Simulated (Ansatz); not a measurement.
Relaxation of a periodic cell of 20 atoms, HC₁₈F (surface graphene monolayer, adsorbate HF), to a largest force component of 0.03 eV/Å in at most 60 steps.

All numbers below come from Ansatz 0.2.0, DFT PBE-D3(BJ), scalar-relativistic, plane waves, PAW. Settings: PAW set soft_1, cutoff 420 eV, k mesh 2x2x1, gaussian smearing 0.05 eV, no spin polarisation.

```xyz
20
Lattice="7.3980 0.0000 0.0000 -3.6990 6.4069 0.0000 0.0000 0.0000 12.0000" Properties=species:S:1:pos:R:3
C 0.000 0.000 1.000
C 1.233 0.712 1.000
C -1.233 2.136 1.000
C 0.000 2.847 1.000
C -2.466 4.271 1.000
C -1.233 4.983 1.000
C 2.466 0.000 1.000
C 3.699 0.712 1.000
C 1.233 2.136 1.000
C 2.466 2.847 1.000
C 0.000 4.271 1.000
C 1.233 4.983 1.000
C 4.932 0.000 1.000
C 6.165 0.712 1.000
C 3.699 2.136 1.000
C 4.932 2.847 1.000
C 2.466 4.271 1.000
C 3.699 4.983 1.000
F -0.675 2.494 2.790
H -1.514 2.359 3.190
```

Task: Where does it end, and by what steps?

Result: It converged. The force dipped under the threshold on the way, but the program's further checks kept it going. Limits of this set-up: coarse k mesh, slab without dipole correction. After 26 steps the energy has fallen by 2.393 eV; F19 moved furthest, 1.59 Å.

```csv
step,energy less start (eV),largest force component (eV/Å),accepted
0,0.0000,6.637,yes
1,-1.2333,3.478,yes
2,-1.8219,1.778,yes
3,-2.0842,0.834,yes
4,-2.2351,0.427,yes
5,-2.2935,0.716,yes
6,-2.3321,0.732,yes
7,-2.3433,0.848,yes
8,-2.3570,0.567,yes
9,-2.3257,1.999,no
10,-2.3744,0.129,yes
11,-2.3758,0.742,yes
12,-2.3775,0.906,yes
13,-2.3873,0.159,yes
14,-2.3514,0.726,no
15,-2.3888,0.017,yes
16,-2.3902,0.055,yes
17,-2.3912,0.205,yes
18,-2.3920,0.132,yes
19,-2.3924,0.015,yes
20,-2.3924,0.015,yes
21,-2.3927,0.059,yes
22,-2.3929,0.025,yes
23,-2.3929,0.025,yes
24,-2.3930,0.032,yes
25,-2.3930,0.020,yes
26,-2.3930,0.020,yes
```

```xyz
20
Lattice="7.3980 0.0000 0.0000 -3.6990 6.4069 0.0000 0.0000 0.0000 12.0000" Properties=species:S:1:pos:R:3
C 0.057 0.019 0.934
C 1.289 0.731 0.934
C -1.189 2.161 0.938
C 0.058 2.882 0.934
C -2.411 4.307 0.934
C -1.190 5.011 0.933
C 2.509 0.026 0.933
C 3.755 0.745 0.932
C 1.289 2.170 0.933
C 2.509 2.875 0.933
C 0.057 4.291 0.933
C 1.289 5.002 0.933
C 4.987 0.034 0.932
C 6.208 0.737 0.933
C 3.754 2.155 0.933
C 4.985 2.868 0.935
C 2.509 4.297 0.934
C 3.755 5.017 0.934
F -1.577 2.170 4.057
H -1.541 2.203 3.120
```

Whether the end is a true minimum wasn't checked by a vibrational analysis.

Time of the run: 2.6 min on 1 thread of Arm Neoverse V2, with other jobs on the host, peak memory 0.67 GiB.
